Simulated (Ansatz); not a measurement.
Geometry optimisation, UKS B3LYP-D4/def2-SVP (Ansatz).

Input file:

```yaml
crystal:
  periodic: [false, false, false]
  atoms:
    - { symbol: Hf, position_ang: [0.013886, -0.023204, -0.07548] }
    - { symbol: F, position_ang: [-0.0022, 0.004175, 1.871651] }
    - { symbol: Cl, position_ang: [2.222362, -0.012164, -0.864053] }
    - { symbol: F, position_ang: [-0.879347, 1.524122, -0.717281] }
    - { symbol: Cl, position_ang: [-1.099742, -1.930178, -0.864528] }
    - { symbol: Cl, position_ang: [0.001941, -0.003351, 4.571991] }
magnetization:
  spin_polarized: true
  initial_magnetization: 1
basis:
  gaussian: { orbitals: def2-SVP }
hamiltonian:
  xc: b3lyp
  dispersion: d4
relax:
  f_tol: 0.03
  max_steps: 50
```

Launched with:

```bash
$ ansatz run input.yaml --threads 4 --pin off --max-ram 5120MiB --backend cpu --events-out ev --progress --plain --runs-dir out
```

Where does it end, and by what steps?

The run converged. After 2 steps the energy has fallen by 0.020 eV; F2 moved furthest, 0.04 Å.

```
step  energy less start (eV)  largest force component (eV/Å)  accepted
   0                  0.0000                           0.971       yes
   1                 -0.0192                           0.040       yes
   2                 -0.0200                           0.022       yes
```

```xyz
6
Properties=species:S:1:pos:R:3
Hf 0.013 -0.022 -0.075
F -0.001 0.002 1.833
Cl 2.234 -0.005 -0.839
F -0.883 1.530 -0.706
Cl -1.111 -1.937 -0.840
Cl 0.005 -0.009 4.550
```

Whether the end is a true minimum wasn't checked by a vibrational analysis.

Run time: 34 s on 4 threads of Arm Neoverse V1, with other jobs on the host, peak memory 0.48 GiB.
